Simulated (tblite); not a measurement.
A geometry optimisation, step by step.

Compound: C4H4AlF3N2.
Bonds: N1–C2 (triple), C2–C3, C3–F4, C3–F5, C3–C6, C6–C7, C7–N8 (triple), N8–Al9, Al9–F10. Hydrogens: H11, H12 on C6; H13, H14 on Al9.
Bond orders are those of one Lewis drawing.

Computed with GFN2-xTB (tblite), gas phase: L-BFGS steps from a force-field or distance-geometry start until the largest atomic force falls under 0.01 eV/Å. 14 of its 128 geometries are shown.

Step 0: E = -862.6932 eV, largest atomic force 3.785 eV/Å
```
atom  x, y, z in Å  |  force x, y, z in eV/Å
N1     -2.067    1.822    1.411   -0.126  -1.791  -1.758
C2     -2.085    1.010    0.584    0.390   2.154   1.827
C3     -2.064   -0.015   -0.446   -2.183   0.225  -1.115
F4     -3.356   -0.563   -0.493    0.627   0.418  -0.159
F5     -1.832    0.484   -1.700   -0.223   0.037   0.615
C6     -1.142   -1.143   -0.191    2.111  -1.150   0.677
C7      0.215   -0.584   -0.087    1.082  -0.114   0.357
N8      1.292   -0.148    0.021   -2.866  -1.090  -0.409
Al9     3.033    0.537    0.205    3.203   1.164   1.647
F10     3.494    0.641    1.960   -0.997  -0.289  -2.049
H11    -1.428   -1.672    0.751    0.305   0.390  -0.380
H12    -1.196   -1.911   -1.000    0.094   0.593   0.259
H13     3.069    1.966   -0.491   -0.627  -0.426   0.245
H14     4.066   -0.422   -0.547   -0.790  -0.121   0.242
```

Step 10: E = -863.4988 eV, largest atomic force 0.204 eV/Å
```
atom  x, y, z in Å  |  force x, y, z in eV/Å
N1     -2.063    1.808    1.398    0.012  -0.005  -0.018
C2     -2.075    1.023    0.573   -0.001   0.039   0.055
C3     -2.111   -0.019   -0.461   -0.036  -0.007  -0.032
F4     -3.362   -0.549   -0.525    0.093  -0.049   0.025
F5     -1.874    0.510   -1.684    0.037  -0.023   0.035
C6     -1.099   -1.155   -0.166    0.087   0.092   0.000
C7      0.239   -0.631   -0.052   -0.072   0.054  -0.008
N8      1.281   -0.164    0.022    0.102  -0.032   0.030
Al9     3.255    0.625    0.221   -0.182  -0.086   0.034
F10     3.384    0.606    1.876   -0.087  -0.018  -0.145
H11    -1.388   -1.659    0.765    0.042   0.050  -0.058
H12    -1.158   -1.870   -0.996    0.078   0.011   0.034
H13     2.973    1.977   -0.463   -0.015  -0.043   0.032
H14     3.996   -0.502   -0.530   -0.059   0.015   0.017
```

Step 20: E = -863.5276 eV, largest atomic force 0.081 eV/Å
```
atom  x, y, z in Å  |  force x, y, z in eV/Å
N1     -2.055    1.818    1.399   -0.019  -0.003  -0.023
C2     -2.080    1.033    0.574    0.029  -0.020   0.015
C3     -2.098   -0.013   -0.460   -0.003  -0.007   0.016
F4     -3.327   -0.585   -0.520    0.017   0.018   0.001
F5     -1.873    0.524   -1.681    0.017  -0.039   0.032
C6     -1.062   -1.125   -0.161    0.015   0.052  -0.013
C7      0.266   -0.601   -0.041   -0.007   0.003   0.007
N8      1.326   -0.180    0.034   -0.005   0.021  -0.016
Al9     3.197    0.596    0.203    0.004  -0.003   0.025
F10     3.287    0.577    1.855   -0.017  -0.014   0.023
H11    -1.347   -1.628    0.772    0.012   0.003  -0.080
H12    -1.088   -1.841   -0.993   -0.027  -0.007   0.057
H13     2.918    1.956   -0.459   -0.015  -0.001  -0.024
H14     3.935   -0.531   -0.544   -0.003  -0.004  -0.020
```

Step 29: E = -863.5292 eV, largest atomic force 0.030 eV/Å
```
atom  x, y, z in Å  |  force x, y, z in eV/Å
N1     -2.062    1.823    1.397   -0.004   0.002  -0.001
C2     -2.074    1.033    0.577    0.008  -0.003  -0.012
C3     -2.092   -0.013   -0.457    0.008   0.000   0.013
F4     -3.322   -0.582   -0.516   -0.003   0.000  -0.003
F5     -1.866    0.520   -1.679    0.003  -0.003   0.010
C6     -1.057   -1.124   -0.161   -0.014   0.004  -0.004
C7      0.270   -0.594   -0.045   -0.001  -0.025   0.003
N8      1.328   -0.169    0.027   -0.026   0.005  -0.014
Al9     3.195    0.595    0.208   -0.004   0.002  -0.015
F10     3.273    0.568    1.861   -0.003  -0.007   0.007
H11    -1.341   -1.631    0.767    0.021   0.010  -0.006
H12    -1.090   -1.844   -0.988    0.009   0.011   0.009
H13     2.909    1.949   -0.466    0.001   0.008   0.005
H14     3.929   -0.530   -0.549    0.005  -0.004   0.008
```

Step 39: E = -863.5299 eV, largest atomic force 0.031 eV/Å
```
atom  x, y, z in Å  |  force x, y, z in eV/Å
N1     -2.066    1.832    1.392    0.006  -0.006   0.009
C2     -2.070    1.032    0.580   -0.010   0.007  -0.028
C3     -2.088   -0.015   -0.451    0.015   0.001   0.015
F4     -3.320   -0.579   -0.514   -0.002  -0.009   0.005
F5     -1.857    0.516   -1.673   -0.002   0.005   0.007
C6     -1.055   -1.129   -0.157   -0.018   0.003  -0.003
C7      0.271   -0.596   -0.052    0.005   0.005  -0.025
N8      1.323   -0.154   -0.001   -0.023  -0.015  -0.002
Al9     3.188    0.596    0.206    0.019   0.008  -0.015
F10     3.256    0.551    1.860   -0.012   0.000   0.019
H11    -1.331   -1.634    0.775    0.004   0.003  -0.009
H12    -1.094   -1.847   -0.985    0.011  -0.002   0.025
H13     2.913    1.957   -0.460    0.008  -0.002   0.008
H14     3.929   -0.531   -0.541   -0.002   0.001  -0.005
```

Step 49: E = -863.5343 eV, largest atomic force 0.188 eV/Å
```
atom  x, y, z in Å  |  force x, y, z in eV/Å
N1     -2.054    1.867    1.375   -0.014  -0.031   0.006
C2     -2.070    1.042    0.589    0.023  -0.110  -0.117
C3     -2.084   -0.025   -0.429    0.152  -0.046   0.101
F4     -3.309   -0.599   -0.492   -0.015   0.037  -0.020
F5     -1.837    0.501   -1.653   -0.094  -0.024   0.016
C6     -1.038   -1.134   -0.129   -0.048  -0.025  -0.001
C7      0.283   -0.582   -0.144    0.077   0.012  -0.044
N8      1.321   -0.108   -0.230   -0.120  -0.031   0.021
Al9     3.160    0.595    0.213    0.057   0.053  -0.095
F10     3.055    0.450    1.861   -0.022  -0.016   0.017
H11    -1.255   -1.599    0.840    0.014   0.095  -0.036
H12    -1.118   -1.905   -0.911   -0.011   0.138   0.063
H13     3.016    2.016   -0.377    0.007  -0.085   0.048
H14     3.930   -0.519   -0.534   -0.007   0.033   0.042
```

Step 59: E = -863.5529 eV, largest atomic force 0.078 eV/Å
```
atom  x, y, z in Å  |  force x, y, z in eV/Å
N1     -2.050    1.878    1.357    0.026   0.021   0.048
C2     -2.041    1.040    0.586   -0.062   0.025  -0.018
C3     -2.059   -0.045   -0.403    0.012   0.022   0.003
F4     -3.281   -0.631   -0.426    0.041  -0.036   0.029
F5     -1.863    0.459   -1.646   -0.037  -0.037  -0.023
C6     -0.980   -1.110   -0.094   -0.014  -0.004  -0.031
C7      0.317   -0.546   -0.321   -0.032   0.000   0.058
N8      1.316   -0.038   -0.550    0.025   0.049  -0.055
Al9     3.093    0.576    0.212    0.035  -0.016   0.010
F10     2.651    0.274    1.786    0.014  -0.020  -0.001
H11    -1.071   -1.450    0.943    0.000   0.028  -0.034
H12    -1.134   -1.961   -0.768   -0.004  -0.013  -0.016
H13     3.171    2.055   -0.190   -0.031  -0.002  -0.011
H14     3.929   -0.502   -0.508    0.026  -0.016   0.042
```

Step 68: E = -863.5625 eV, largest atomic force 0.164 eV/Å
```
atom  x, y, z in Å  |  force x, y, z in eV/Å
N1     -2.040    1.871    1.368    0.001   0.052  -0.005
C2     -2.048    1.058    0.572   -0.023  -0.063  -0.027
C3     -2.063   -0.042   -0.404   -0.002  -0.012   0.010
F4     -3.260   -0.681   -0.367   -0.003   0.027   0.034
F5     -1.929    0.424   -1.667   -0.012   0.011   0.024
C6     -0.950   -1.074   -0.098   -0.034  -0.013  -0.016
C7      0.337   -0.504   -0.364   -0.163  -0.015  -0.001
N8      1.320    0.011   -0.643    0.090   0.001  -0.016
Al9     3.077    0.549    0.218    0.050  -0.018   0.056
F10     2.571    0.205    1.767    0.012   0.000  -0.029
H11    -1.024   -1.388    0.950    0.053   0.017  -0.043
H12    -1.119   -1.942   -0.746    0.062   0.001   0.002
H13     3.160    2.035   -0.159   -0.008  -0.002  -0.007
H14     3.966   -0.522   -0.450   -0.025   0.015   0.016
```

Step 78: E = -863.5691 eV, largest atomic force 0.073 eV/Å
```
atom  x, y, z in Å  |  force x, y, z in eV/Å
N1     -2.036    1.896    1.344   -0.008   0.033   0.004
C2     -2.058    1.060    0.571    0.005   0.000  -0.034
C3     -2.079   -0.053   -0.389    0.022   0.002   0.008
F4     -3.258   -0.716   -0.300    0.014  -0.024   0.022
F5     -2.003    0.402   -1.662   -0.025   0.025  -0.010
C6     -0.921   -1.041   -0.112   -0.013  -0.019  -0.006
C7      0.344   -0.450   -0.428   -0.059  -0.038   0.019
N8      1.339    0.033   -0.726    0.040   0.017  -0.005
Al9     3.063    0.522    0.240    0.012   0.001  -0.032
F10     2.489    0.135    1.752   -0.002   0.013   0.022
H11    -0.940   -1.329    0.945    0.028  -0.024  -0.035
H12    -1.070   -1.931   -0.737   -0.017   0.015   0.018
H13     3.147    2.011   -0.127    0.009  -0.004   0.029
H14     3.982   -0.540   -0.394   -0.006   0.004  -0.001
```

Step 88: E = -863.5728 eV, largest atomic force 0.044 eV/Å
```
atom  x, y, z in Å  |  force x, y, z in eV/Å
N1     -2.046    1.942    1.302    0.008  -0.005   0.011
C2     -2.058    1.073    0.567   -0.002   0.024  -0.032
C3     -2.083   -0.058   -0.372   -0.004  -0.010   0.009
F4     -3.241   -0.750   -0.230   -0.038   0.019   0.012
F5     -2.069    0.390   -1.651   -0.005  -0.015   0.006
C6     -0.909   -1.033   -0.134    0.014  -0.016   0.005
C7      0.351   -0.440   -0.463    0.019  -0.013   0.016
N8      1.352    0.037   -0.749   -0.003   0.007  -0.001
Al9     3.065    0.510    0.254   -0.009   0.002  -0.003
F10     2.471    0.124    1.760   -0.006  -0.002  -0.005
H11    -0.897   -1.334    0.921   -0.004  -0.013  -0.035
H12    -1.076   -1.917   -0.762    0.023   0.012   0.011
H13     3.154    2.005   -0.088    0.017   0.000   0.007
H14     3.988   -0.550   -0.377   -0.010   0.011  -0.002
```

Step 98: E = -863.5750 eV, largest atomic force 0.037 eV/Å
```
atom  x, y, z in Å  |  force x, y, z in eV/Å
N1     -2.042    1.975    1.269    0.026   0.008   0.005
C2     -2.045    1.092    0.550    0.017  -0.005  -0.033
C3     -2.083   -0.063   -0.358   -0.008  -0.023   0.009
F4     -3.232   -0.756   -0.152   -0.022  -0.017   0.001
F5     -2.123    0.347   -1.649    0.007   0.010   0.014
C6     -0.895   -1.028   -0.146    0.006  -0.017  -0.005
C7      0.359   -0.426   -0.482   -0.012   0.010   0.009
N8      1.355    0.054   -0.778    0.011   0.026   0.015
Al9     3.054    0.505    0.265   -0.012   0.016  -0.001
F10     2.422    0.100    1.751   -0.003  -0.005   0.002
H11    -0.869   -1.351    0.901   -0.006   0.019   0.000
H12    -1.058   -1.903   -0.786   -0.011  -0.010  -0.009
H13     3.179    2.005   -0.040    0.003  -0.003   0.002
H14     3.976   -0.552   -0.367    0.003  -0.009  -0.006
```

Step 107: E = -863.5792 eV, largest atomic force 0.082 eV/Å
```
atom  x, y, z in Å  |  force x, y, z in eV/Å
N1     -1.937    2.012    1.190    0.007   0.033   0.029
C2     -2.007    1.099    0.513    0.019  -0.037  -0.042
C3     -2.107   -0.087   -0.349   -0.009   0.006  -0.001
F4     -3.244   -0.770   -0.058    0.021   0.007  -0.024
F5     -2.215    0.285   -1.649   -0.005  -0.017   0.033
C6     -0.907   -1.043   -0.174    0.006  -0.019   0.002
C7      0.341   -0.404   -0.465    0.053   0.046  -0.031
N8      1.330    0.115   -0.720   -0.076  -0.027   0.012
Al9     3.063    0.525    0.288   -0.019  -0.021   0.012
F10     2.432    0.092    1.768    0.017   0.024  -0.008
H11    -0.887   -1.408    0.860   -0.005   0.004  -0.011
H12    -1.052   -1.893   -0.853    0.008   0.010   0.017
H13     3.239    2.022   -0.002   -0.009  -0.002   0.018
H14     3.951   -0.546   -0.372   -0.007  -0.008  -0.008
```

Step 117: E = -863.5811 eV, largest atomic force 0.033 eV/Å
```
atom  x, y, z in Å  |  force x, y, z in eV/Å
N1     -1.865    2.050    1.120   -0.003  -0.011   0.003
C2     -1.971    1.110    0.485    0.008   0.008  -0.003
C3     -2.106   -0.105   -0.331    0.011  -0.008   0.004
F4     -3.215   -0.793    0.037   -0.014   0.000   0.003
F5     -2.286    0.226   -1.633   -0.004   0.002  -0.017
C6     -0.883   -1.038   -0.191    0.001  -0.007   0.008
C7      0.341   -0.363   -0.501    0.028   0.003  -0.012
N8      1.312    0.187   -0.762   -0.028  -0.017   0.005
Al9     3.026    0.512    0.308   -0.004   0.021   0.003
F10     2.346    0.061    1.760    0.014  -0.009   0.007
H11    -0.833   -1.407    0.841    0.009   0.011  -0.012
H12    -1.020   -1.887   -0.871   -0.003   0.015   0.009
H13     3.260    2.011    0.090   -0.002   0.008   0.002
H14     3.893   -0.563   -0.375   -0.013  -0.014  -0.001
```

Step 127: E = -863.5817 eV, largest atomic force 0.007 eV/Å
```
atom  x, y, z in Å  |  force x, y, z in eV/Å
N1     -1.859    2.037    1.133   -0.003  -0.004  -0.002
C2     -1.967    1.106    0.486   -0.003  -0.004  -0.005
C3     -2.104   -0.104   -0.338    0.003  -0.001  -0.001
F4     -3.222   -0.784    0.015    0.004   0.004   0.003
F5     -2.266    0.232   -1.641   -0.001   0.002   0.004
C6     -0.886   -1.043   -0.186   -0.001   0.000   0.001
C7      0.340   -0.371   -0.494    0.001  -0.001   0.004
N8      1.309    0.183   -0.751   -0.006  -0.003  -0.001
Al9     3.024    0.520    0.307    0.000   0.005   0.005
F10     2.373    0.071    1.772    0.002  -0.003   0.000
H11    -0.842   -1.407    0.847    0.003   0.005  -0.004
H12    -1.025   -1.894   -0.863    0.000   0.001  -0.001
H13     3.254    2.018    0.081    0.001   0.001  -0.002
H14     3.871   -0.566   -0.388    0.000  -0.004  -0.002
```

Problem. Summarise the path.

Solution. The energy falls by 85.72 kJ/mol from step 0 to step 127; nine tenths of that is first reached at step 9. It rises by more than 0.2 meV at steps 51 and 52. The largest force goes from 3.785 to 0.007 eV/Å. Among the bonds N8–Al9 changes most, from 1.880 to 2.043 Å; the atoms move by 0.558 Å rms after alignment.

Problem. Follow the three bonds and two angles with the largest change from start to end.

Solution. 
```tsv
step	E above end (kJ/mol)	largest force (eV/Å)	N8–Al9 (Å)	Al9–F10 (Å)	C3–C6 (Å)	C7–N8–Al9 (°)	N8–Al9–F10 (°)
0	85.72	3.785	1.880	1.817	1.478	179.4	110.5
6	11.09	0.300	2.119	1.648	1.546	176.2	103.0
11	7.61	0.157	2.119	1.659	1.549	177.7	99.3
17	5.58	0.126	2.049	1.654	1.546	178.6	97.4
22	5.13	0.047	2.027	1.655	1.547	178.5	97.5
28	5.07	0.026	2.026	1.656	1.547	178.5	97.3
33	5.03	0.018	2.024	1.656	1.546	178.1	97.2
39	5.00	0.031	2.020	1.655	1.547	176.5	97.5
44	4.91	0.042	2.024	1.658	1.545	172.7	97.5
50	4.33	0.208	2.018	1.660	1.555	158.8	97.1
55	3.47	0.104	2.027	1.662	1.550	153.2	95.6
61	2.53	0.110	2.029	1.660	1.547	142.9	92.9
66	2.08	0.113	2.034	1.665	1.547	140.9	94.0
72	1.49	0.126	2.038	1.663	1.546	138.5	94.4
77	1.25	0.061	2.037	1.664	1.547	135.9	94.8
83	0.98	0.039	2.042	1.665	1.547	134.3	94.8
88	0.85	0.044	2.040	1.664	1.545	135.1	95.2
94	0.71	0.034	2.041	1.664	1.546	134.0	95.0
99	0.62	0.047	2.045	1.665	1.545	133.2	95.0
105	0.36	0.092	2.042	1.663	1.545	135.0	94.0
110	0.19	0.034	2.045	1.666	1.545	136.1	93.6
116	0.07	0.039	2.048	1.665	1.544	132.1	93.9
121	0.03	0.037	2.046	1.665	1.545	132.4	94.3
127	0.00	0.007	2.043	1.665	1.545	132.4	94.8
```

The cost below is that of the whole relaxation. Hardware: one thread of an Intel Xeon Platinum 8375C at 2.90 GHz (shared host). Cost: 1.1 s wall.
